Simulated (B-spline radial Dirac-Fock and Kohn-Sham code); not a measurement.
## Photoionisation of zinc ions at Cu Kα (8047.8 eV)

Calculated with a radial B-spline solver, using independent-particle photoionisation in a Dirac-Hartree-Slater potential with a Latter tail, all multipoles, thresholds from Dirac-Fock ΔSCF. Cross sections in kb; a dash marks an empty subshell or a threshold above the photon energy.

```tsv
ion	configuration	total	2p1/2	2p3/2	3s	3p3/2	4s
Zn	[Ar] 3d10 4s2	6.094	0.904	1.66	0.404	0.213	0.0259
Zn²⁺	[Ar] 3d10	6.069	0.904	1.66	0.403	0.213	–
Zn⁵⁺	[Ar] 3d7	6.119	0.904	1.66	0.427	0.231	–
Zn⁷⁺	[Ar] 3d5	6.169	0.904	1.66	0.451	0.248	–
Zn⁸⁺	[Ar] 3d4	6.198	0.904	1.66	0.465	0.258	–
Zn¹¹⁺	[Ar] 3d1	6.303	0.904	1.66	0.513	0.292	–
Zn¹⁶⁺	[Ne] 3s2 3p2	6.215	0.922	1.69	0.598	0.118	–
Zn¹⁸⁺	[Ne] 3s2	6.128	0.933	1.71	0.633	–	–
Zn²⁰⁺	[He] 2s2 2p6	5.523	0.939	1.72	–	–	–
Zn²¹⁺	[He] 2s2 2p5	5.240	0.812	1.49	–	–	–
```
